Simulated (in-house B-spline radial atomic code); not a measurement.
How numerical settings move a run on F⁺, [He] 2s2 2p4. Computed with a B-spline radial code for spherical atoms: Dirac-Kohn-Sham BLYP, spherical fractional occupations, Fermi nucleus of rms radius 2.8976 fm.

Command:
```bash
python run_scf.py task.json out
```
Settings of the sound reference run:
```
Z                9
electrons        8
configuration    [He] 2s2 2p4
hamiltonian      dirac
method           b88,lyp
spin_polarised   False
nucleus          fermi
rms_radius       2.8976
mass_number      19
atomic_mass      18.9984
speed_of_light   137.036
knot_spacing     0.22
spline_order     8
gauss_points     12
box_radius       35.29
max_iterations   70
damping          0.5
damped_steps     3
diis_vectors     10
tolerance        1e-08
start            Thomas-Fermi
```

Time taken, with all properties: 0.73 s on 1 thread of AMD EPYC 9R45 96-Core Processor (shared host).

It converges in 10 iterations to -99.124003 hartree, with 2p3/2 at -28.2958 eV. The other runs change the listed settings, some to values that make no sense; their results aren't properties of the atom or ion. Radii are in bohr (the nuclear one in fm), a minus after a letter asks for a j subshell, and «unchanged» means within 1e-8 hartree. The run stops when the residual is below 10 × tolerance × max(1, Z/10), or a noise floor if that is larger, and the energy moves by less than 1e-8 × √|E| hartree; so very loose and very tight tolerances often act alike.

```tsv
changed settings	outcome
box_radius = 1.41	converged in 7 iterations, energy +5.61e+00 hartree from the reference, 2p3/2 level +5.3e+01 eV (the program warns: 2p3/2 has a positive eigenvalue: unbound, held by the box; 2s1/2 has a positive eigenvalue: unbound, held by the box)
damping = 0.2	converged in 10 iterations, energy unchanged
method = hf, spin_polarised = True	stopped with error: spin polarisation is not served with the Dirac Hamiltonian
knot_spacing = 0.55, box_radius = 10.59, max_iterations = 12	converged in 8 iterations, energy +1.20e-04 hartree from the reference, 2p3/2 level -1.3e-05 eV
damping = 0	converged in 11 iterations, energy unchanged
damping = 0.95	converged in 11 iterations, energy unchanged, 2p3/2 level -5.2e-07 eV
knot_spacing = 0.3, gauss_points = 4, max_iterations = 75, damping = 0.8, damped_steps = 0	converged in 8 iterations, energy +4.77e-07 hartree from the reference, 2p3/2 level -1.2e-05 eV
box_radius = 3.53, max_iterations = 8, damped_steps = 1	not converged after 8 iterations, last residual 4.2e-07, last energy +1.80e-02 hartree from the reference
box_radius = 2.12	converged in 9 iterations, energy +7.52e-01 hartree from the reference, 2p3/2 level +1.2e+01 eV (the program warns: 2p3/2 reaches the box edge; 2s1/2 reaches the box edge)
damping = 0.8	converged in 10 iterations, energy unchanged, 2p3/2 level -1.7e-06 eV
max_iterations = 3, tolerance = 1e-06	not converged after 3 iterations, last residual 4.6e-02, last energy +6.91e-02 hartree from the reference
spline_order = 4, box_radius = 70.58, max_iterations = 50	converged in 8 iterations, energy +1.92e-05 hartree from the reference, 2p3/2 level -3.3e-05 eV
```

(1) What happens with box_radius = 3.53?

(2) What happens with start = bare nucleus?

(3) What happens with electrons = 11, configuration = [He] 2s2 2p7, max_iterations = 60?

(4) What happens with box_radius = 7.06?

Results:

(1) Converged in 9 iterations, energy +1.80e-02 hartree from the reference, 2p3/2 level +6.5e-01 eV (the program warns: 2p3/2 reaches the box edge; 2s1/2 reaches the box edge).

(2) Converged in 10 iterations, energy unchanged, 2p3/2 level +3.1e-07 eV.

(3) Stopped with error: shell 2p holds at most 6 electrons.

(4) Converged in 10 iterations, energy +1.63e-06 hartree from the reference, 2p3/2 level +1.8e-04 eV (the program warns: 2p3/2 reaches the box edge; 2p1/2 reaches the box edge).
